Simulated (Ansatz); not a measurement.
CH3ClSi, SMILES `C[Si]Cl` (lower singlet) (charge 0, multiplicity 1). This singlet lies 1.63 eV below the relaxed triplet at the level frozen-core CCSD(T)/cc-pVTZ // B3LYP-D3(BJ)/def2-TZVP (Ansatz, a first-principles code).

The numbers are results of r2SCAN/cc-pVTZ // B3LYP-D3(BJ)/def2-TZVP (Ansatz), not measurements.

Ansatz 0.2 input:
```yaml
crystal:
  periodic: [false, false, false]
  atoms:
    - { symbol: C, position_ang: [-0.603618, 0.014493, -0.027632] }
    - { symbol: Si, position_ang: [0.927304, -1.03961, -0.398133] }
    - { symbol: Cl, position_ang: [2.403357, 0.31839, 0.25815] }
    - { symbol: H, position_ang: [-0.66713, 0.203911, 1.049861] }
    - { symbol: H, position_ang: [-1.519798, -0.485618, -0.349003] }
    - { symbol: H, position_ang: [-0.536023, 0.990885, -0.517124] }
basis:
  gaussian: { orbitals: cc-pVTZ }
hamiltonian:
  xc: r2scan
```

Output:

```
Functional definition: r2SCAN
892 factors; their error is unknown
mean field evaluation 1: about -21478.1544 eV, gradient 5.6e1 eV
mean field evaluation 2: about -21467.2642 eV, gradient 7.7e1 eV
mean field evaluation 4: about -21485.3810 eV, gradient 4.7e0 eV
mean field evaluation 8: about -21485.4054 eV, gradient 2.5e-1 eV
mean field evaluation 16: about -21485.4055 eV, gradient 4.9e-5 eV
mean field -21485.40550179 eV, -789.5740888599 hartree, gradient 4.9e-5 eV, S^2 0.000000; 0 other end points of the search recorded, 0 dependent functions left out
reference -21485.40551082 eV, -789.5740891916 hartree; 20, 20 occupied and 120, 120 virtual orbitals, 892 factors
Total energy: -21485.40551082 eV, -789.5740891916 hartree
```
